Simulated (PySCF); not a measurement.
Isomers of C3H5N. Isolated molecules, 0 K electronic values unless said otherwise. One relaxed conformer stands for each flexible species; it need not be the lowest. Strings in code marks are SMILES.

Quantity: electronic energy of isomers of C3H5N relative to `CCC#N`, in kcal/mol.

Case: `CC=C=N`. Geometry of `N=C=CC` (neutral, multiplicity 1, Å):

```xyz
9

C     -1.2619    -0.3246    -0.0537
C     -0.0850     0.5746     0.2193
C      1.1608     0.1855     0.1556
N      2.3148    -0.2163     0.2180
H     -1.9139    -0.3883     0.8211
H     -1.8632     0.0533    -0.8843
H     -0.9370    -1.3338    -0.3042
H     -0.2645     1.6125     0.4754
H      2.8523    -0.1617    -0.6471
```

Question: Predict the electronic energy of isomers of C3H5N relative to `CCC#N` from B3LYP/6-31G* // B3LYP-D3(BJ)/def2-TZVP (PySCF).

Answer: 25.8 kcal/mol.
